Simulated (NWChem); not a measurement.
Species: GaNH4O2; SMILES [NH2][Ga]([OH])[OH]

```xyz
8

Ga     0.0242    -0.0218     0.0180
O     -1.3176    -1.1974    -0.0080
H     -2.1962    -0.8069    -0.0269
O      1.6665    -0.6978    -0.0549
H      1.6701    -1.6582    -0.1159
N     -0.1804     1.7709     0.0425
H      0.6182     2.3757     0.1901
H     -1.0471     2.2276     0.2939
```
Atoms are numbered in this order, from 1.

Geometry: optimised at PBE0/def2-SVP. B3LYP is NWChem's, with the RPA form of VWN correlation.

Task: Give the principal values of the shielding tensors (ppm) of Ga1, O2, O4, N6 from B3LYP/6-31G* (spherical d), GIAO (NWChem), with their diamagnetic and paramagnetic parts as GIAO splits them.

Result: 
```tsv
atom	σ11	σ22	σ33	isotropic	diamagnetic	paramagnetic
Ga1	1384.0	1648.4	1751.9	1594.8	2642.2	-1047.4
O2	232.6	297.3	328.8	286.2	385.4	-99.2
O4	247.5	304.1	333.3	294.9	384.9	-89.9
N6	226.3	232.9	275.8	245.0	314.2	-69.2
```
